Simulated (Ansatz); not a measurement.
Basis-set extrapolation for C2H5BCl2 (`BC(C)(Cl)Cl`) (PBE0-D4/def2-TZVP geometry, frozen core, Ansatz). Multiplicity 1, RHF reference.

```csv
,def2-TZVPP,def2-QZVPP
HF,-1022.363315,-1022.393436
MP2 correlation,-0.836455,-0.903926
CCSD(T) correlation,-0.932186,not run
```

Energies in hartree. Use E(X) = E(∞) + A·exp(−7.88·√X) for Hartree–Fock and E(X) = E(∞) + B·X^(−2.97) for correlation, with X = 3 and 4, and add CCSD(T) minus MP2 of the smaller set to the MP2 limit.

Q: What is the CCSD(T) energy at the basis-set limit?

A: HF limit: -1022.393436 + (-0.030121) × 0.13774 = -1022.39758. MP2 limit: -0.903926 + (-0.067471) × 0.74074 = -0.95390. Higher-order term: -0.932186 − (-0.836455) = -0.09573. Total: -1023.44721 hartree, 4.13 eV below CCSD(T)/def2-TZVPP.
